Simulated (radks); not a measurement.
Question: The table gives one normalised radial function P(r) = r R(r) of Ta in [Xe] 4f14 5d1 6s2 6p2 (r in bohr). Method: scalar-relativistic Kohn-Sham, r2SCAN, spin-unpolarised, spherical densities, finite nucleus; meta-GGA in the generalised Kohn-Sham scheme; Fermi nuclear charge, rms radius 5.3507 fm; computed with a radial shooting solver on a logarithmic mesh with Libxc functionals.

r,P
0.002817,0.0422
0.004516,0.0539
0.007182,0.0614
0.01151,0.0553
0.01846,0.0222
0.02936,-0.0400
0.04707,-0.0945
0.07546,-0.0479
0.12,0.1018
0.1924,0.0902
0.3084,-0.1676
0.4906,-0.0645
0.7865,0.3085
1.261,0.0472
2.005,-0.5388
3.215,-0.6008
5.154,-0.2325
8.197,-0.0282
13.14,-0.0006

Which n and l does it have? It may be an empty orbital.

Answer: n = 6, l = 0: the number of nodes gives n - l - 1 = 5, the rise at small r (about r^(l+1), flatter next to the nucleus through relativity) gives l, and the extent must fit the shell. The curve is that of 6s. 6s: eigenvalue -8.668 eV, 5 radial nodes at r = 0.0222, 0.0886, 0.229, 0.528, 1.31 bohr, <r> = 3.04 bohr, 90 % of the charge inside 4.46 bohr.
